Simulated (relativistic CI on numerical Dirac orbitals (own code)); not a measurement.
## Sensitivity of the levels of Tm II to α and to the nuclear radius

Method of calculation: Dirac-Coulomb-Breit CI, separate exchange-only KLI orbitals for each configuration, valence Slater integrals scaled by 0.85, P86 correlation energy added to each configuration, derivatives by finite differences, QED left out (own radial code, finite nucleus).

Configurations in the expansion (outside the closed core [Xe]): 4f13 6s, 4f12 6s2, 4f12 6s 5d, 4f13 5d, 4f13 6p, 4f12 6s 6p, 4f13 6d, 4f13 7s. Levels of other configurations are missing.

With x = (α/α₀)² − 1 an excitation energy changes as ω = ω₀ + qx; K = 2q/ω₀ is the relative enhancement. Terms are leading LS components, so labels can repeat. The field-shift factor is F = δν/δ⟨r²⟩ for the transition from the lowest level.

Lowest level 4f12 6s 5d 5F_5.

```tsv
Level	ω₀ (cm⁻¹)	q (cm⁻¹)	F (GHz/fm²)
4f12 6s2 3H_6	570.9	-14400	19.5
4f12 6s 5d 5F_4	2185.9	665.7	-0.185
4f12 6s 5d 5K_8	2778.1	413	0.152
4f12 6s 5d 5G_6	2829.9	295.4	0.225
4f12 6s 5d 5K_9	2856.5	929.9	0.517
4f12 6s 5d 3K_7	2978.9	175	-0.108
4f12 6s 5d 5G_5	4810.4	942.4	0.00775
4f12 6s 5d 5H_7	5266.2	294	0.312
4f12 6s 5d 3F_3	5327.7	2075	0.14
4f12 6s 5d 3H_6	5827.6	450.6	0.168
4f12 6s 5d 5I_8	5869.0	859.6	0.582
4f12 6s2 3F_4	6178.3	-14520	19
4f12 6s 5d 3I_7	6699.0	1110	0.549
```

For a near-neutral ion this model can misplace configurations by up to about 10,000 cm⁻¹ (more where the count of f electrons changes) and terms by 10 to 25 % of their spread. Rates follow the energies as ν³ (E1, M1) or ν⁵ (E2), so they and the lifetimes can be off by large factors. The fine structure of a lone outer electron comes out too small, for d and f at times inverted, and misplaced configurations move strength between like terms. The computed lowest level isn't the tabulated ground level, which NIST ASD gives as 4f13 (2F*<7/2>) 6s<1/2> (7/2,1/2)°4.

Which transition from the lowest level has the largest |K|?

4f12 6s2 3H_6 at 570.9 cm⁻¹, K = -50.5.
